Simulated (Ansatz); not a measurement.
A series at Ta: from `[NH2][Ta]([NH2])([NH2])=[S]`, ligands are replaced one by one, each step taking up H₂O and setting free NH₃; n counts the steps. Ansatz, PBE0-D4/def2-TZVP geometries. Each molecule was computed in one conformer, which needn't be the lowest.

| n | molecule | HOMO energy, ωB97M-V/def2-TZVPP (eV) |
| --- | --- | --- |
| 0 | `[NH2][Ta]([NH2])([NH2])=[S]` | -9.01 |
| 1 | `[NH2][Ta]([NH2])([OH])=[S]` | ? |
| 2 | `[NH2][Ta]([OH])([OH])=[S]` | -9.50 |
| 3 | `[OH][Ta]([OH])([OH])=[S]` | -9.66 |

Q: By hand: fit a straight line y = ȳ + b (n − n̄) to the 3 given rows and predict n = 1.

A: n̄ = 1.667, ȳ = -9.390; Σ(n − n̄)(y − ȳ) = -1.030, Σ(n − n̄)² = 4.667, so b = -0.221 eV a step. Prediction: -9.390 + (-0.221) × (-0.667) = -9.24 eV.

Q: By hand: compare with the computed value, -9.37 eV, and give the steps along the whole series.

A: The line misses by -0.13 eV (computed minus predicted). Steps: -0.36, -0.13, -0.16 eV.

The steps differ by up to 0.23 eV without a steady trend. The highest orbital can change its character along such a series. The miss is 20.0 % of the series' range.
